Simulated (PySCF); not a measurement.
# Adding and removing an electron: CsNa

TPSS; Cs def2-SVPD with ECP46, Na def2-SVPD; scalar-relativistic core potentials (PySCF 2.14). Neutral (UKS): singlet (closed shell), Re = 4.016 Å, ωe = 89.0 cm⁻¹, De = 0.74 eV, HOMO -2.49 eV, LUMO -1.46 eV.

CsNa⁺ (UKS): doublet (σ ↑), Re = 4.594 Å, ωe = 63.2 cm⁻¹, De = 0.42 eV to Cs⁺ + Na. The energies at the minima are -182.39855 hartree for CsNa and -182.24863 for CsNa⁺.

Problem. Work out the adiabatic ionisation energy, without and with harmonic zero-point energies (1 hartree = 27.2114 eV, 1 eV = 8065.5 cm⁻¹), and the change of the bond length.

Solution. At TPSS: 0.14992 hartree = 4.080 eV between the minima; the zero-point term (63.2 − 89.0)/2 cm⁻¹ = -0.002 eV makes it 4.078 eV. Re changes by +57.8 pm against the neutral. Minus the HOMO energy is 2.49 eV, -1.59 eV from the value between the minima; self-interaction puts the Kohn–Sham level too high, less so with exact exchange. The electron leaves a σ orbital, and the ion is left as a loose complex of an ion and an atom.

Closed-shell solutions of metal pairs were not tested for spin polarisation, which can lower them a little. Weak bonds: CsNa⁺. Basis-set superposition, not corrected here, can be much of De in a small basis, most of all at correlated wavefunction levels. Spin–orbit coupling is left out. For an ion De counts to the pair picked by the measured ionisation energies or electron affinities, which need not be the lowest pair at this level. States were picked by a PBE0 search and need not be the measured ground states.
